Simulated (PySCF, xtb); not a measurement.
Nb(O)(OH)3 (H3NbO4), SMILES [OH][Nb]([OH])(=[O])[OH], multiplicity 1. One conformer was computed; it need not be the lowest.

Harmonic wavenumbers (cm⁻¹) from GFN2-xTB (xtb 6.7.1) at its own minimum, in rising order: 123, 123, 183, 187, 188, 350, 351, 356, 397, 437, 438, 533, 575, 575, 797, 3576, 3577, 3584.

Question: What does B3LYP-D3(BJ)/def2-SVP (PySCF) give at its own minimum? (The exact figures need the calculation; the answer reports its results.)

Answer: 193, 193, 201, 204, 204, 321, 336, 336, 479, 479, 489, 712, 742, 742, 1020, 3883, 3883, 3889. Paired by order, the mean absolute difference is 116 cm⁻¹ and the zero-point energies are 23.4 and 26.2 kcal/mol.
